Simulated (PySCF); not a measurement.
This PySCF input asks for the NMR shieldings of `C=C[CH2][AlH2-][S+](C)C`, C5H13AlS; the geometry comes from GFN2-xTB.

```python
import basis_set_exchange as bse
import numpy as np
from pyscf import gto, dft
from pyscf.prop import nmr

atoms = """
C     3.614301   -0.027386    0.152353
C     2.585834   -0.555948   -0.498256
C     1.523444    0.215517   -1.203585
Al    0.297616    0.430123    0.373883
S    -1.927392    0.779447   -0.670995
C    -2.160731   -0.975517   -1.063017
C    -2.681612    0.851488    0.971683
H     3.780359    1.037892    0.172471
H     4.332716   -0.633619    0.677983
H     2.466555   -1.634624   -0.497938
H     1.227722   -0.308260   -2.120600
H     1.919803    1.197449   -1.498704
H     0.239726    1.758071    1.189670
H    -0.132174   -0.837536    1.201501
H    -3.214891   -1.219873   -0.977774
H    -1.832607   -1.116354   -2.087876
H    -1.562676   -1.589616   -0.390764
H    -2.020606    0.385616    1.704821
H    -2.815428    1.901900    1.210092
H    -3.645108    0.351908    0.942319
"""
names = dict.fromkeys(["C", "Al", "S", "H"], "pcSseg-1")
basis = {el: gto.basis.parse(bse.get_basis(n, elements=[el], fmt="nwchem")) for el, n in names.items()}
mol = gto.M(atom=atoms, basis=basis, charge=0, verbose=0)
mf = dft.RKS(mol, xc="PBE0")
mf.grids.level = 2
mf.grids.alignment = dft.numint.BLKSIZE   # the property module wants whole blocks of grid points
mf.conv_tol = 1e-9
mf.kernel()

calc = nmr.RKS(mf)   # GIAO
C = mf.mo_coeff
Co = C[:, mf.mo_occ > 0]
resp = mf.gen_response(singlet=True, hermi=2)
def vind(x):   # induced exchange potential for any number of trial vectors
    d = np.einsum("pi,xij,qj->xpq", C, 2 * x.reshape(-1, C.shape[1], Co.shape[1]), Co, optimize=True)
    return np.einsum("xpq,pi,qj->xij", resp(d - d.transpose(0, 2, 1)), C, Co, optimize=True).ravel()
mo1, _ = nmr.rhf.solve_mo1(calc, with_cphf=vind)
sigma = calc.kernel(mo1)
for i, s in enumerate(sigma):   # ppm
    print("%2d %-2s %9.2f" % (i, mol.atom_pure_symbol(i), np.trace(s) / 3))
```

Problem. What are the results?

Solution. 
```
 0 C      74.37
 1 C      39.37
 2 C     163.97
 3 Al    422.05
 4 S     622.14
 5 C     158.62
 6 C     161.14
 7 H      26.61
 8 H      26.82
 9 H      25.38
10 H      30.19
11 H      29.68
12 H      27.77
13 H      28.02
14 H      29.72
15 H      29.46
16 H      28.75
17 H      28.68
18 H      29.48
19 H      29.97
```

These numbers come from an equivalent density-fitted implementation of the same equations, which agrees with the script to about 0.01 ppm for H and up to a few tenths of a ppm for heavy atoms, so last digits may differ.

Size and cost of the density-fitted run: 198 basis functions, of the order of 90 core-seconds.
